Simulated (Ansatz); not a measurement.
Input for Ansatz (a first-principles code): R-PBE0/def2-TZVPP on AlSi-, 2S+1 = 1, a spin state set in the input, which need not be the lowest. Charge -1.

Ansatz 0.2 input:
```yaml
crystal:
  periodic: [false, false, false]
  atoms:
    - {symbol: Al, position_ang: [0.00000000, 0.00000000, 0.00000000]}
    - {symbol: Si, position_ang: [0.00000000, 0.00000000, 2.20400000]}
basis:
  gaussian:
    orbitals: def2-TZVPP
hamiltonian:
  xc: {name: PBE0}
total_charge: -1
relax: {f_tol: 0.002, max_steps: 120}
```

Problem. Give the final energy of this run.

Solution. -531.6079 hartree.

Problem. How many basis functions does it have, and what does it roughly cost on one machine?

Solution. 84 functions; around 11 core-seconds (rough).
